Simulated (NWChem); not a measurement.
WO₃; SMILES [O]=[W](=[O])=[O]

All runs: NWChem. Geometry: optimised at PBE0/def2-SVP. def2 effective core potentials on W; no spin-orbit coupling. Level B3LYP/def2-SVP: energy and gradient on several grids; changes count from the extra-fine grid, which is no exact limit either.

Problem. Which is the coarsest grid (medium; fine; xfine; xcoarse; coarse) from which on the energy stays within 100 μHa and each gradient component within 200 μHa/bohr of xfine?

Solution. medium.
```
grid     size of the energy change (μHa)  largest change of a gradient component (μHa/bohr)
-------  -------------------------------  -------------------------------------------------
xcoarse                             3000                                               1000
coarse                                50                                                300
medium                              < 10                                               < 30
fine                                < 10                                               < 30
xfine                               < 10                                               < 30
```
